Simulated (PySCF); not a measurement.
## Exact simulation of a proton spin system

Molecule: SMILES C[C@@H]1C/C1=C/B(O)O, C₅H₉BO₂.

Molfile (atoms numbered from 1):
```
C5H9BO2
     RDKit          3D

 17 17  0  0  0  0  0  0  0  0999 V2000
   -1.5856   -0.8176   -1.1546 C   0  0  0  0  0  0  0  0  0  0  0  0
   -1.1116   -0.8100    0.2759 C   0  0  2  0  0  0  0  0  0  0  0  0
   -1.6671    0.1864    1.2965 C   0  0  0  0  0  0  0  0  0  0  0  0
   -0.2992    0.2911    0.7854 C   0  0  0  0  0  0  0  0  0  0  0  0
    0.8659    0.9355    0.7252 C   0  0  0  0  0  0  0  0  0  0  0  0
    2.0217    0.4423   -0.1984 B   0  0  0  0  0  0  0  0  0  0  0  0
    1.8462   -0.6733   -0.9605 O   0  0  0  0  0  0  0  0  0  0  0  0
    3.2273    1.0855   -0.2895 O   0  0  0  0  0  0  0  0  0  0  0  0
   -2.5014   -1.4182   -1.2710 H   0  0  0  0  0  0  0  0  0  0  0  0
   -1.7999    0.2054   -1.5001 H   0  0  0  0  0  0  0  0  0  0  0  0
   -0.8043   -1.2326   -1.8086 H   0  0  0  0  0  0  0  0  0  0  0  0
   -0.8667   -1.8003    0.6822 H   0  0  0  0  0  0  0  0  0  0  0  0
   -2.4063    0.9195    0.9513 H   0  0  0  0  0  0  0  0  0  0  0  0
   -1.8248   -0.1558    2.3255 H   0  0  0  0  0  0  0  0  0  0  0  0
    0.9826    1.8320    1.3498 H   0  0  0  0  0  0  0  0  0  0  0  0
    2.6351   -0.8594   -1.4816 H   0  0  0  0  0  0  0  0  0  0  0  0
    3.2771    1.8626    0.2732 H   0  0  0  0  0  0  0  0  0  0  0  0
  1  2  1  0
  2  3  1  0
  3  4  1  0
  4  5  2  0
  5  6  1  0
  6  7  1  0
  6  8  1  0
  4  2  1  0
  1  9  1  0
  1 10  1  0
  1 11  1  0
  2 12  1  1
  3 13  1  0
  3 14  1  0
  5 15  1  0
  7 16  1  0
  8 17  1  0
M  END
```

Equivalent nuclei averaged, isolated molecule, non-relativistic Hamiltonian, one conformer. Geometry: PBE0-D3(BJ)/def2-SVP; B3LYP/pcSseg-1 with gauge-including orbitals; J couplings at B3LYP/pcJ-1 (spin–dipole term only in couplings to heteroatoms); PySCF 2.14.0 with density-fitted response routines.

Shifts are taken against calculated references (same method and geometry level): ¹H against TMS.

Shifts (ppm): H9/H10/H11 1.25, H12 1.51, H13 0.62, H14 1.24, H15 5.53.
Couplings (Hz): H9–H10, H9–H11, H10–H11: -13.8; H9–H12, H10–H12, H11–H12: 7.1; H9–H13, H10–H13, H11–H13: -0.4; H9–H14, H10–H14, H11–H14: -0.1; H9–H15, H10–H15, H11–H15: 0.4; H12–H13: 7.0; H12–H14: 11.7; H12–H15: -2.9; H13–H14: -11.7; H13–H15: -2.2; H14–H15: -2.2.

The 7-spin Hamiltonian (Zeeman plus full scalar coupling among like nuclei) was diagonalised exactly; lines are Lorentzian, 0.4 Hz wide, and the maxima above 3 % are listed with the tallest set to 100.

Question: Give the ¹H peak list of this spin system at 60 MHz.

Answer: 
```
   Hz    ppm  height
335.2  5.588       7
334.9  5.581       8
334.1  5.567      17
332.9  5.548      27
330.6  5.509      36
328.4  5.473      12
100.6  1.677       3
100.1  1.668       4
 97.4  1.623       4
 95.8  1.596       5
 95.2  1.587       3
 93.0  1.549       7
 90.6  1.509       4
 89.1  1.485      11
 88.1  1.468       5
 87.6  1.460       3
 86.4  1.440      13
 85.8  1.430      10
 84.7  1.411      17
 84.1  1.401      25
 82.4  1.373      15
 81.7  1.361      45
 80.9  1.348      13
 79.6  1.327      29
 77.8  1.297     100
 77.5  1.291     100
 77.1  1.285      89
 76.7  1.278      74
 74.8  1.247      40
 74.5  1.241      32
 73.8  1.229      19
 73.2  1.220      20
 72.7  1.211      36
 72.0  1.200      45
 71.5  1.192      41
 70.5  1.176      28
 69.5  1.159       7
 63.8  1.063       7
 63.4  1.056       8
 62.4  1.039       6
 61.7  1.028       7
 61.2  1.019       6
 60.2  1.004       4
 46.1  0.768       8
 45.7  0.762      10
 44.4  0.739       9
 43.5  0.725      13
 42.7  0.711       5
 42.0  0.699       9
 40.5  0.675       7
 40.2  0.671       7
 39.5  0.658      10
 37.2  0.620       9
 36.1  0.602       4
 35.2  0.588       8
 34.8  0.579      13
 34.0  0.566       6
 33.2  0.554       4
 32.5  0.542       8
 31.9  0.531       4
 28.6  0.477       5
 27.6  0.460       3
 26.5  0.442       3
```

Question: And at 800 MHz?

Answer: 
δ in ppm (height): 5.535 (8), 5.534 (8), 5.532 (16), 5.532 (19), 5.529 (15), 5.528 (18), 5.528 (16), 5.526 (8), 5.525 (8), 1.528 (5), 1.525 (5), 1.519 (8), 1.516 (8), 1.514 (5), 1.511 (8), 1.507 (6), 1.505 (9), 1.501 (8), 1.496 (7), 1.492 (7), 1.256 (20), 1.254 (100), 1.246 (92), 1.241 (27), 1.239 (27), 1.227 (13), 1.224 (13), 0.633 (8), 0.633 (8), 0.630 (8), 0.630 (8), 0.624 (7), 0.624 (7), 0.622 (8), 0.621 (8), 0.619 (7), 0.618 (7), 0.616 (7), 0.615 (7), 0.610 (7), 0.609 (7), 0.607 (7), 0.607 (7)

Question: Among coupled protons with different shifts, which pair is furthest from first order, and how does the field change that?

Answer: H12 and H14: Δν/J is about 1.4 at 60 MHz (strongly coupled) and 18.5 at 800 MHz (close to first order). J in Hz doesn't depend on the field, while Δν in Hz grows in proportion to it.

The OH or NH signal is concentration- and solvent-dependent in practice; the value given is the gas-phase one. Unscaled 3J(H,H) at this level run about 10 % above measured values.
